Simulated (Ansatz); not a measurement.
`C=C(N)[SiH2][SiH3]` + H₂Te → `[SiH3][TeH]` + `C=C(N)[SiH3]` at 500 K and 1 bar (cleavage of the Si–Si bond).

Program: Ansatz. Geometries: PBE0-D4/def2-TZVP. ΔE: electronic, gas phase. CCSD(T)/CBS is the MP2 limit (def2-TZVPP, def2-QZVPP) plus CCSD(T) − MP2 in def2-TZVPP, frozen cores. Elements past krypton have def2 core potentials. For Te outer-core shells are correlated without core-valence functions, which leaves a few kJ/mol of doubt a bond. Each species was taken in one conformer, which may not be the lowest.

| species | CCSD(T)/CBS energy (Eh) | H − E (kJ/mol) | S (J/(mol·K)) |
| --- | --- | --- | --- |
| `C=C(N)[SiH2][SiH3]` | -714.34823 | 324.4 | 461.5 |
| H₂Te | -268.91024 | 48.9 | 247.6 |
| `[SiH3][TeH]` | -559.21313 | 112.6 | 337.4 |
| `C=C(N)[SiH3]` | -424.06738 | 263.8 | 376.5 |

H − E and S are ideal-gas, rigid-rotor, harmonic terms from PBE0-D4/def2-TZVP, for one conformer and one mirror image of each species. 1 Eh = 2625.50 kJ/mol, R = 8.31446 J/(mol·K).

Question: By hand: ΔE, ΔH, ΔS and ΔG.

Answer: ΔE = (-559.21313) + (-424.06738) − (-714.34823) − (-268.91024) = -0.02204 Eh = -57.9 kJ/mol. Δ(H − E) = 112.6 + 263.8 − 324.4 − 48.9 = 3.1, so ΔH = -54.8 kJ/mol. ΔS = 337.4 + 376.5 − 461.5 − 247.6 = 4.8 J/(mol·K). ΔG = -54.8 − 500 × (4.8)/1000 = -57.2 kJ/mol.

Question: By hand: the equilibrium constant, and the temperature at which ΔG would vanish if ΔH and ΔS stayed fixed.

Answer: log₁₀ K = −ΔG/(RT ln 10) = 6.0. ΔH and −TΔS have one sign here, so there is no such temperature.

The number of gas molecules stays the same, so ΔS is small and ΔH decides. A doubt of 5 kJ/mol in ΔE shifts log₁₀ K by 0.5 here. Other conformers and mirror images would add mixing entropy, several J/(mol·K) or more a flexible species. Modes under 60 cm⁻¹, often nearly free rotors, make the harmonic entropy too high. These are equilibria of isolated gas molecules and say nothing of rates. Largest T1 diagnostic: 0.013 (customary marks: 0.02 for closed shells, 0.045 for open ones).

ΔS is within the doubt of such terms, so its sign, and with it that verdict, could turn.
